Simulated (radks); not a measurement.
La XVIII, 40 electrons, occupied as [Kr] 4d4 (the NIST ground configuration). Calculated with a radial shooting solver on a logarithmic mesh with Libxc functionals: Dirac Kohn-Sham, PBE, spin-unpolarised, spherical densities, finite nucleus; open shells are shared between the two j in proportion to 2j + 1; Fermi nuclear charge, rms radius 4.855 fm.

Radial electron density D(r) = 4 pi r^2 rho(r):

```
   r/bohr * D(r) (the largest magnitude, 97.4, reaches the edge; | marks zero)
 0.001452 |  *
  0.00186 |   *
 0.002384 |     *
 0.003055 |        *
 0.003914 |            *
 0.005016 |                 *
 0.006428 |                      *
 0.008237 |                             *
  0.01056 |                                   *
  0.01363 |                                        *
  0.01747 |                                          *
  0.02239 |                                         *
  0.02869 |                                      *
  0.03677 |                                     *
  0.04712 |                                         *
  0.06038 |                                                  *
  0.07737 |                                                      *
  0.09915 |                                                 *
   0.1271 |                                        *
   0.1628 |                                        *
   0.2086 |                                             *
   0.2674 |                                         *
   0.3426 |                        *
   0.4391 |              *
   0.5626 |              *
    0.721 |           *
   0.9239 |    *
    1.184 |*
    1.517 *
    1.944 *
```

D(r) has 4 maxima, at r = 0.0176, 0.0768, 0.221, 0.572 bohr, and minima at 0.0339, 0.144, 0.476 bohr, inside which lie 2.01, 11.13, 29.28 electrons.
